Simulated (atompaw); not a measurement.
## Before and after: PAW (atompaw) potential for hafnium (Hf)

Hf, PAW, made with atompaw 4.2.0.5 (LDA (PW92), scalar-relativistic). Core [Xe] 4f14, reference 5d2 6s1 6p0 (charge +1). Waves: 6s (bound): rc 2.55 bohr; 6s channel at 2.5 Ry: rc 2.55 bohr; 6p (bound, empty): rc 3.00 bohr; 6p channel at 1.7 Ry: rc 3.00 bohr; 5d (bound): rc 3.00 bohr; 5d channel at 0.1 Ry: rc 3.00 bohr. Local part: ultrasoft scheme with l = 3 at 1 Ry, radius 2.25 bohr. Core correction: smooth core density matched at 2.65 bohr. Augmentation charge: sinc compensation charge, radius 2.90 bohr; PAW radius 3.00 bohr; waves and projectors: custom rrkj vanderbiltortho.

Change: all radii scaled by about 1.20 (s 3.06, p 3.60, d 3.60 bohr); local potential ultrasoft scheme with l = 3 at 1 Ry, radius 2.70 bohr; augmentation sinc compensation charge, radius 3.48 bohr; PAW radius 3.60 bohr; waves and projectors: custom rrkj vanderbiltortho; core correction smooth core density matched at 3.18 bohr.

Cutoffs: the cutoffs (Ry, on a coarse ladder) from which the occupation-weighted sum of valence levels, in a spherical-Bessel basis at the reference potential, stays within 10 and 1 mRy of its value at 400 Ry; they do not see the model core or the augmentation charge, which bear on the density cutoff.

What does the change do?

Both files are very soft, the changed one slightly softer (loose and tight cutoff 10 and 12 Ry → 8 and 8 Ry on this coarse ladder); neither file shows a bound ghost.

| quantity | base | changed |
| --- | --- | --- |
| cutoff, loose | 10 Ry | 8 Ry |
| cutoff, tight | 12 Ry | 8 Ry |
| bound ghosts | none | none |
| lowest overlap eigenvalue by channel | s 0.78, p 0.60, d 0.33 | s 0.62, p 0.77, d 0.81 |

 The cutoffs see the waves, projectors and local potential, not the compensation charge or the core.
